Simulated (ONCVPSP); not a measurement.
# u(r) = r·R(r): atom against pseudo-atom (Cr (Z = 24))

Columns: radius, all-electron u(r) and pseudo u(r) of the 3p shell (level -45.47 eV) of chromium in the configuration [Ne] 3s2 3p6 3d5 4s0.75 4p0.25; PBE, non-relativistic, ONCV scheme, ONCVPSP 4.0.1.

| r (bohr) | all-electron | pseudo |
| --- | --- | --- |
| 0.095 | -0.4423 | 0.0402 |
| 0.190 | -0.5314 | 0.1536 |
| 0.285 | -0.2092 | 0.3214 |
| 0.380 | 0.2242 | 0.5170 |
| 0.475 | 0.6017 | 0.7111 |
| 0.570 | 0.8689 | 0.8778 |
| 0.665 | 1.0245 | 0.9990 |
| 0.760 | 1.0881 | 1.0658 |
| 0.855 | 1.0853 | 1.0795 |
| 0.950 | 1.0388 | 1.0478 |
| 1.045 | 0.9664 | 0.9829 |
| 1.140 | 0.8809 | 0.8980 |
| 1.235 | 0.7910 | 0.8046 |
| 1.330 | 0.7023 | 0.7111 |
| 1.425 | 0.6182 | 0.6228 |
| 1.520 | 0.5404 | 0.5424 |
| 1.615 | 0.4699 | 0.4706 |
| 1.710 | 0.4068 | 0.4069 |
| 1.805 | 0.3510 | 0.3510 |
| 1.900 | 0.3019 | 0.3019 |
| 1.995 | 0.2591 | 0.2591 |
| 2.090 | 0.2219 | 0.2219 |
| 2.185 | 0.1897 | 0.1897 |
| 2.280 | 0.1620 | 0.1620 |
| 2.375 | 0.1381 | 0.1381 |
| 2.470 | 0.1177 | 0.1177 |

Task: How many radial nodes do the two functions have?

Result: The all-electron 3p function has n − l − 1 = 1; the pseudo-wave has 0, since the states of the same l below it are removed with the core.

Task: At about which radius was the pseudo-wave matched?

Result: 1.90 bohr. The columns agree to 0.0005 from 1.71 bohr on; several derivatives are matched, so the curves merge somewhat inside the radius.

Task: Where does each function peak?

Result: Outermost all-electron maximum near 0.76 bohr, pseudo maximum near 0.85 bohr (to the table’s step).

Task: Is the pseudo-wave norm-conserving?

Result: Yes: the ONCV scheme keeps the norm inside the radius equal to the all-electron one, which fixes the energy derivative of the logarithmic derivative at the level.
